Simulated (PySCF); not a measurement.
CH$_{2}$AlClGe (calculated)

All values are calculated (PySCF 2.14.0). Calculation on a computer-drawn molecule: optimised geometry and harmonic frequencies of an isolated molecule of the commonest isotopes, restricted reference for singlets and unrestricted otherwise, frozen core in MP2; on germanium a core potential holds 10 electrons, which the energies leave out, and 3d is frozen in MP2 and coupled-cluster steps.

Entry: CH$_{2}$AlClGe

Start structure:
```xyz
6
CH2AlClGe
Al    -2.9741     2.3079    -1.4231
C     -1.2613     2.0133    -2.4598
Ge     0.5136     1.7468    -2.2505
Cl     1.9060     1.5565    -3.8627
H     -1.5072     2.1731    -3.5630
H      1.3124     1.5040    -0.9610
```

```
charge                                : 0
multiplicity                          : 1
method                                : HF
basis                                 : cc-pV(D+d)Z
basis and core potential on germanium : cc-pVDZ-PP ECP10MDF
total energy                          : withheld
rotational constants                  : withheld
```

Drawn bonds:
| atom | other atom | order |
| --- | --- | --- |
| 1 | 2 | 1 |
| 2 | 3 | 2 |
| 3 | 4 | 1 |
| 2 | 5 | 1 |
| 3 | 6 | 1 |

Q: Give the missing total energy for CH$_{2}$AlClGe.
A: -1033.8056 hartree

Q: Estimate the rotational constants of CH$_{2}$AlClGe.
A: 19.76, 1.118, 1.058 GHz

Further results for CH$_{2}$AlClGe:

```
convergence status largest gradient component : 3.014e-05 hartree/bohr
```

Optimised structure:
```xyz
6
CH2AlClGe
Al    -2.6697     2.2352    -1.2227
C     -1.2896     2.0653    -2.6135
Ge     0.4136     1.7417    -2.2785
Cl     1.9451     1.5507    -3.7830
H     -1.5123     2.1638    -3.6780
H      1.1023     1.5449    -0.9443
```

Modes:
| frequency (cm⁻¹) | reduced mass (dalton) |
| --- | --- |
| 81.3 | 9.206 |
| 87.94 | 18.62 |
| 189 | 13.76 |
| 386.5 | 1.346 |
| 432.3 | 32.2 |
| 573.1 | 5.993 |
| 743.2 | 1.078 |
| 781.5 | 1.038 |
| 925.6 | 2.4 |
| 1055 | 1.791 |
| 2307 | 1.021 |
| 3268 | 1.085 |
